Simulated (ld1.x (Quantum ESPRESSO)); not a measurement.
# B (Z = 5): RRKJ pseudisation with LDA (PZ), scalar-relativistic reference atom.

B, norm-conserving RRKJ (Kleinman–Bylander form), made with ld1.x (Quantum ESPRESSO) 7.5 (LDA (PZ), scalar-relativistic). Core [He], reference 2s2 2p0.5 (charge +0.5). Waves: 2p (bound): rc 3.45 bohr; 3d channel at 0.4 Ry: rc 3.05 bohr; 2s (bound): rc 1.25 bohr. Local part: the s channel. Core correction: none.

* Cutoffs needed: 21 Ry and 55 Ry (the cutoffs (Ry, on a coarse ladder) from which the occupation-weighted sum of valence levels, in a spherical-Bessel basis at the reference potential, stays within 10 and 1 mRy of its value at 400 Ry)
* Ghost test: no extra level below or beside the all-electron valence levels (p, d, s, f tested) (spherical-Bessel basis up to 400 Ry, 20 bohr box)
* Largest excitation error: +331 meV (all-electron minus pseudo) for 2s1 2p0, out of 7 test configurations
